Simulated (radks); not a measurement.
The numbers below are computed, except where a source is named.
All-electron atom: the hafnium ion Hf5+ in [Xe] 4f13. Level of theory: Dirac Kohn-Sham, LDA (Slater exchange, Perdew-Wang correlation), spin-unpolarised, spherical densities, finite nucleus; open shells fill j = l - 1/2 first; Fermi nuclear charge, rms radius 5.347 fm (a radial shooting solver on a logarithmic mesh with Libxc functionals).

Unscreened Slater integrals over Kohn-Sham orbitals (hartree). Large and small components are both included.

integral,value
"F0(4f7/2,4f7/2)",1.4250
"F2(4f7/2,4f7/2)",0.68398
"F4(4f7/2,4f7/2)",0.43041
"F6(4f7/2,4f7/2)",0.31000
"F0(4f7/2,4f5/2)",1.4352
"F2(4f7/2,4f5/2)",0.68902
"F4(4f7/2,4f5/2)",0.43363
"G2(4f7/2,4f5/2)",0.68662
"G4(4f7/2,4f5/2)",0.43220
"G6(4f7/2,4f5/2)",0.31132
"F0(4f7/2,5p3/2)",0.84824
"F2(4f7/2,5p3/2)",0.27610
"G2(4f7/2,5p3/2)",0.12484
"G4(4f7/2,5p3/2)",0.10048
"F0(4f7/2,5p1/2)",0.89890
"G4(4f7/2,5p1/2)",0.12022
"F0(4f5/2,4f5/2)",1.4455
"F2(4f5/2,4f5/2)",0.69427
"F4(4f5/2,4f5/2)",0.43701
"F0(4f5/2,5p3/2)",0.85029
"F2(4f5/2,5p3/2)",0.27333
"G2(4f5/2,5p3/2)",0.12123
"G4(4f5/2,5p3/2)",0.098008
"F0(4f5/2,5p1/2)",0.90132
"G2(4f5/2,5p1/2)",0.14837
"F0(5p3/2,5p3/2)",0.69806
"F2(5p3/2,5p3/2)",0.37879
"F0(5p3/2,5p1/2)",0.72135
"G2(5p3/2,5p1/2)",0.38457
"F0(5p1/2,5p1/2)",0.74819
